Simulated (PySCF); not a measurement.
Structure from NMR data

Molecular formula: C$_{6}$H$_{19}$N$_{3}$Si. Simulated spectra:

1H NMR (400 MHz, computed): δ 4.79 (s, 1H), 2.49 (s, 18H).

13C{1H} NMR (computed): δ 37.5 (CH3).

All values are calculated (PySCF): geometry from PBE0-D3(BJ)/def2-SVP, NMR shieldings at KT2/pcSseg-1/GIAO. One averaged value for each set of equivalent atoms, no relativistic terms, isolated molecule, one conformer.

Scale: TMS for 1H (31.18 ppm) and 13C (183.22 ppm) (reference shieldings calculated alike).

Deduce the structure.

## Answers


- The formula gives 0 degrees of unsaturation.
- 1 carbon signal for 6 carbons: some carbons are equivalent by symmetry or fast rotation.
- Carbon types of the structure: 6 × CH3, leaving 1 H on heteroatoms.
- δC 37.5: methyl carbon bonded to N; deshielded by the electronegative neighbour.
- δH 4.79: hydrogen on a silicon bonded to 3 N.
- δH 2.49: hydrogen on a methyl carbon bonded to N; its carbon carries N, an electronegative neighbour.

Structure: `InChI=1S/C6H19N3Si/c1-7(2)10(8(3)4)9(5)6/h10H,1-6H3`.

The data come from this structure; uniqueness wasn't tested.

Shifts are as computed. Against solution values, carbons near 30 ppm lie about +2 ppm off and those near 130 ppm about -5 ppm. Of 1211 compounds with measured shifts, 218 miss one by over three times the rms of a fit or turn the order of signals round; such compounds aren't used in these exercises. Multiplicities follow the n + 1 count of equivalent neighbours, as no J values were calculated; m marks all less simple cases, F and P coupling included.
